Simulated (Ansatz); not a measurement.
# What each rung costs, and what it gives

Saddle point of BSiH6ClO2, closed shell (BH₂ClO₂ ([OH][B]([OH])[Cl]) + SiH₄ → BSiH₅O₂ ([OH][B]([OH])[SiH3]) + HCl; bonds formed: B1–Si6, Cl2–H5; bonds broken: B1–Cl2, H5–Si6), PBE0-D4/def2-TZVP structure:

```xyz
11
angstrom
B -0.4285 0.5678 0.2507
Cl 0.3557 1.7510 -1.6764
O -1.7525 0.3962 -0.0141
O 0.0421 1.1302 1.3876
H 0.5205 0.3727 -0.7695
Si 0.8278 -1.2473 -0.0434
H -1.9561 0.2893 -0.9464
H -0.6160 1.6781 1.8275
H 2.2779 -1.0476 0.1681
H 0.1853 -1.9116 1.1162
H 0.5436 -1.9785 -1.3003
```

Barriers are electronic and count from the start structure reached by relaxing down the imaginary mode.

Computed with Ansatz 0.2.0 (basis: as named in each row); correlated methods freeze the cores. B3LYP uses VWN-RPA correlation. Extrapolation: Hartree–Fock as exp(−7.88 √X), correlation as X^−2.97.

Times are rough, for one single point on 8 threads of a shared host (Intel Xeon Platinum 8175M).

The estimate by CCSD(T) at an estimated basis limit (MP2 extrapolated from triple and quadruple zeta, plus CCSD(T) − MP2 in triple zeta) is 56.64 kcal/mol.

| method | basis | time (s) | barrier (kcal/mol) | method less estimate |
| --- | --- | --- | --- | --- |
| HF | STO-3G | under 1 | 94.73 | 38.09 |
| SPW92 | def2-SVP | under 1 | 39.94 | -16.69 |
| PBE-D4 | STO-3G | under 1 | 60.33 | 3.69 |
| PBE-D4 | def2-SVP | under 1 | 45.12 | -11.52 |
| B3LYP-D4 | 6-31G | under 1 | 51.32 | -5.32 |
| PBE0-D4 | def2-SVP | under 1 | 51.18 | -5.45 |
| SPW92 | def2-TZVPP | under 1 | 39.29 | -17.35 |
| PBE-D4 | def2-TZVPP | 1 | 44.44 | -12.20 |
| BLYP-D4 | def2-TZVPP | 1 | 48.98 | -7.66 |
| B3LYP-D4 | def2-TZVPP | 2 | 53.53 | -3.11 |
| PBE0-D4 | def2-TZVPP | 2 | 50.30 | -6.33 |
| BHLYP-D4 | def2-TZVPP | 2 | 60.46 | 3.83 |
| r2SCAN-D4 | def2-TZVPP | 2 | 48.85 | -7.79 |
| wB97M-V | def2-SVP | 2 | 57.76 | 1.13 |
| CAM-B3LYP-D4 | def2-TZVPP | 2 | 57.37 | 0.74 |
| CCSD(T) | def2-SVP | 3 | 63.43 | 6.79 |
| r2SCAN0-D4 | def2-TZVPP | 3 | 53.10 | -3.53 |
| RPA on PBE | def2-TZVPP | 3 | 58.15 | 1.52 |
| B2PLYP | def2-TZVPP | 4 | 56.95 | 0.32 |
| PBE-QIDH | def2-TZVPP | 4 | 55.86 | -0.77 |
| B97M-V | def2-TZVPP | 4 | 53.73 | -2.91 |
| wB97X-V | def2-TZVPP | 4 | 57.58 | 0.95 |
| wB97M-V | def2-TZVPP | 4 | 56.98 | 0.34 |
| MP2 | def2-QZVPP | 16 | 56.37 | -0.27 |
| CCSD(T) | def2-TZVPP | 62 | 58.30 | 1.67 |

All methods are single points on the PBE0-D4 structures.

The T1 diagnostic stays at or below 0.014.

Labels in which every atom is bracketed show which atoms are joined, not bond orders.
